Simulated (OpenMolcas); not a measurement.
# Pm3+: effect of the metal basis and ligand basis

Pm3+ with 6 ligands (oxide) in octahedral coordination (Oh) at 2.35 Å. A charge of +1.5 e stands 2.8 Å behind each ligand.

```
Program             : OpenMolcas 26.06
Method              : CASSCF
Spin-orbit coupling : RASSI with atomic mean-field integrals over the reference wave functions
```

Fixed: active space 4 electrons in 7 orbitals (4f), DKH2 Hamiltonian.

States (labels of O, the rotations of Oh). Energies in cm-1 above the lowest state or level, χT in cm3 K/mol.

| Run | Metal basis | Ligand basis | Ground state | First state of that spin | First gap with spin-orbit (degeneracies) | Width of lowest J | χT at 300 K | Cost |
| --- | --- | --- | --- | --- | --- | --- | --- | --- |
| A | ANO-RCC-VDZP | ANO-RCC-VDZP | 5A1 | 5T1 53.3 | 217.7 (3, 2) | 283 | 0.945 | roughly 100 core-seconds |
| B | ANO-RCC-VTZP | ANO-RCC-VTZP | 5A1 | 5T1 22.0 | 51.6 (3, 2) | 143 | 0.980 | roughly 5 core-minutes |

Against A, the width of the lowest J multiplet changes by -49.5 % in B.

Costs are those of the RASSCF and RASSI steps.

High states are left out of the spin-orbit mixing, which shifts the levels that they would mix with. The oxide ions are held by bare point charges, a crude embedding. Without dynamic correlation the ligand-field splitting of an f shell can come out too small, at times by half. No measured value stands beside these numbers; the geometry was imposed, not optimised, and the real ion may take another.
